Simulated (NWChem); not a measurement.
**As in NWChem**

SMILES: [As]
```xyz
1

As     0.0000     0.0000     0.0000
```
Charge 0, spin multiplicity 4.

Everything below was run with NWChem.

The Hamiltonian is non-relativistic. The correlated methods keep 9 core orbitals frozen. The stability of the SCF solutions was not checked.

Worked example. A B2PLYP run in 3-21G ends its self-consistent part (53 % exact exchange, 47 % B88, 73 % LYP) at -2224.61474 Ha, and second-order perturbation theory on those orbitals gives -0.01412 Ha unscaled.

The perturbative term enters with the weight 0.27: -2224.61474 + 0.27·(-0.01412) = -2224.61855 Ha is the total energy.
